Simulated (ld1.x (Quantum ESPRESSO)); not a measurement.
## tellurium (Te): one change to a TM potential, before and after

* Element: tellurium (Te)
* Generator: ld1.x (Quantum ESPRESSO) 7.5
* Type: norm-conserving Troullier–Martins (Kleinman–Bylander form)
* Functional: LDA (PZ)
* Relativity: scalar-relativistic
* Frozen core: [Kr]
* Valence charge: 16
* Reference configuration: 4d10 5s2 5p4
* Partial waves: 5s (bound): rc 1.35 bohr; 5p (bound): rc 2.20 bohr; 4f channel at -0.1 Ry: rc 2.05 bohr; 4d (bound): rc 1.30 bohr
* Local potential: the d channel
* Core correction: a·sin(br)/r model core inside 1.20 bohr

Change: core correction a·sin(br)/r model core inside 1.48 bohr.

Cutoffs: the cutoffs (Ry, on a coarse ladder) from which the occupation-weighted sum of valence levels, in a spherical-Bessel basis at the reference potential, stays within 10 and 1 mRy of its value at 400 Ry; they do not see the model core or the augmentation charge, which bear on the density cutoff. Errors are all-electron minus pseudo energies relative to the spin-unpolarised reference configuration.

Problem. Predict the effect on cutoff, ghosts and configuration errors.

Solution. The potential gets neither clearly harder nor softer (110 Ry and 200 Ry → 110 Ry and 200 Ry); both files keep a bound ghost (p, s); of the 9 tests that both files solve, the error grows in 1 and shrinks in 2 by more than 15 % and 0.3 meV (median size 6.3 → 5.8 meV). A wider model core is smoother and lowers the density cutoff, which this test does not measure.

| quantity | base | changed |
| --- | --- | --- |
| cutoff, loose | 110 Ry | 110 Ry |
| cutoff, tight | 200 Ry | 200 Ry |
| bound ghosts | s, p | s, p |
| error for 4d10 5s2 5p3, meV [ΔE 9.92 eV] | -1.9 | -1.9 |
| error for 4d10 5s2 5p2, meV [ΔE 28.09 eV] | -4.1 | -3.9 |
| error for 4d10 5s2 5p1, meV [ΔE 55.32 eV] | -6.3 | -5.6 |
| error for 4d10 5s1 5p5, meV [ΔE 9.35 eV] | -11 | -8.0 |
| error for 4d10 5s2 5p3.5, meV [ΔE 3.98 eV] | -0.9 | -0.9 |
| error for 4d10 5s0 5p6, meV [ΔE 18.92 eV] | -44 | -32 |
| error for 4d9 5s2 5p5, meV [ΔE 38.15 eV] | -348 | -326 |
| error for 4d10 5s2 5p4 (spin-polarised), meV [ΔE -0.48 eV] | +5.2 | +5.8 |
| error for 4d10 5s2 5p3 (spin-polarised), meV [ΔE 8.60 eV] | +13 | +15 |
| s: phases at 2.41 bohr within 0.05 rad from the reference energy up to (Ry; the scan ends near 5) | 2.9 | 2.9 |
| p: phases at 2.41 bohr within 0.05 rad from the reference energy up to (Ry; the scan ends near 5) | 4.1 | 4.1 |
| d: phases at 2.41 bohr within 0.05 rad from the reference energy up to (Ry; the scan ends near 5) | to the end of the scan | to the end of the scan |
| f: phases at 2.41 bohr within 0.05 rad from the reference energy up to (Ry; the scan ends near 5) | 1.3 | 1.3 |

 A true bound ghost makes a file unfit for plane-wave use even where its test errors are small: the radial tests pick states by their node count and pass the ghost by.
